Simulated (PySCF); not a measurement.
Shieldings and the share of exact exchange

Molecule: SMILES C[Si@H](N)O[SiH3], CH9NOSi2.

Atoms are numbered as in `[CH3:1][Si@H:2]([NH2:3])[O:4][SiH3:5]`. Hydrogens are named by the atom that carries them.

GIAO shieldings (ppm, equivalent atoms averaged) in PySCF 2.14 on the PBE0-D3(BJ)/def2-SVP geometry, basis pcSseg-1, gas phase, non-relativistic:

```tsv
functional	exact exchange (%)	σ(Si2)	σ(Si5)	σ(N3)	σ(O4)
BLYP	0	346.8	377.7	224.1	264.1
BP86	0	352.1	380.9	225.7	268.1
PBE	0	352.1	382.2	226.2	268.0
PBE0	25	368.2	396.6	232.1	279.8
mPW1PW91	25	367.4	395.1	231.3	279.6
BHandHLYP	50	378.9	407.2	235.2	285.6
HF	100	414.8	441.7	244.0	301.1
```

Problem. Fit each shielding as a line in the percentage of exact exchange.

Solution. σ(Si2) = 350.5 + 0.63 x (rms 2.2 ppm); σ(Si5) = 380.1 + 0.60 x (rms 1.8 ppm); σ(N3) = 225.9 + 0.19 x (rms 1.0 ppm); σ(O4) = 268.2 + 0.34 x (rms 2.3 ppm). The functionals also differ in their semilocal parts, which the line can't hold; Hartree–Fock has no correlation at all.

Problem. What does the line predict for B3LYP (20 %), and what does the run give?

Solution. σ(Si2): 363.1 predicted, 359.4 computed; σ(Si5): 392.1 predicted, 388.9 computed; σ(N3): 229.7 predicted, 228.9 computed; σ(O4): 275.0 predicted, 274.2 computed ppm.
